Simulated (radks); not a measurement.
Values are calculated unless marked as measured or tabulated.
The carbon anion C4-, [Ne], held by a Watson sphere: a shell of charge +4 at radius R that stands for the Madelung well of a crystal (potential energy -4/R inside, -4/r outside, in hartree with lengths in bohr). Level of theory: scalar-relativistic Kohn-Sham, LDA (Slater exchange, Perdew-Wang correlation), spin-polarised, spherical densities, point nucleus (a radial shooting solver on a logarithmic mesh with Libxc functionals). Response by self-consistent Sternheimer equations with the Hartree and adiabatic LDA kernel, the relativistic mass of each level held fixed and spin-orbit coupling left out. The sphere does not respond.

R (bohr)  e(1s) (eV)  e(2s) (eV)  e(2p) (eV)  <r> 2p (bohr)  sum of <r^2> (bohr^2)  X-ray form factor at sin(theta)/lambda = 0.3 1/angstrom  alpha (bohr^3)
1.63         -262.14     -17.923      -9.030          1.761                  29.23                                                    2.855           15.84
1.66         -262.20     -17.754      -8.915          1.779                  29.78                                                    2.822           16.45
2.24         -263.83     -14.833      -7.000          2.116                  41.24                                                    2.454           32.77
3.01         -265.41     -12.223      -5.224          2.560                  58.89                                                    2.399           75.02
3.16         -265.60     -11.865      -4.960          2.648                  62.71                                                    2.408           87.30
3.44         -265.88     -11.307      -4.528          2.814                  70.22                                                    2.424           114.7
